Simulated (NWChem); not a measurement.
# CF$_{2}$, singlet; SMILES F[C]F

Program: NWChem. Low-valent species are run as closed-shell singlets; no triplet was tried in these runs. Geometry: optimised at PBE0/def2-SVP. Level M06-L/def2-SVP: energy and gradient on several grids; changes count from the extra-fine grid, which is no exact limit either.

Q: Which is the coarsest grid (medium; coarse; xfine; xcoarse; fine) from which on the energy stays within 100 μHa and each gradient component within 200 μHa/bohr of xfine?

A: medium.
```csv
grid,size of the energy change (μHa),largest change of a gradient component (μHa/bohr)
xcoarse,10000,2000
coarse,900,< 30
medium,< 10,100
fine,< 10,30
xfine,< 10,< 30
```
